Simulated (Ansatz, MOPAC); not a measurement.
Donor–acceptor adduct: BH3 (SMILES B) (first 4 atoms) with PH3 (SMILES P); geometry from B3LYP-D3(BJ)/def2-TZVP, rigid monomers moved along the line of their centres of mass till B1···P5 is 3.47 Å.
(charge 0, multiplicity 1):
```xyz
8

B     -0.030    -0.077     0.672
H      1.097    -0.421     0.418
H     -0.842    -0.969     0.655
H     -0.384     0.932     0.116
P      0.122     0.836     4.020
H     -1.058     1.294     4.633
H      0.513    -0.141     4.953
H      0.998     1.875     4.381
```

Counterpoise-corrected where a basis set is named; no monomer relaxation.

The state that PM3 reach isn't checked.

Codes used: Ansatz (Gaussian orbitals); MOPAC for PM3 (differences of heats of formation). Each number belongs to the level named beside it.

Task: What interaction energy does PBE0/def2-TZVPPD give?

Result: -5.4 kcal/mol

Task: Give the interaction energy at the level HF/aug-cc-pV(D+d)Z.

Result: -3.9 kcal/mol

Task: What interaction energy does PM3 give?

Result: -3.4 kcal/mol

Ansatz is a quantum-chemistry and plane-wave program.
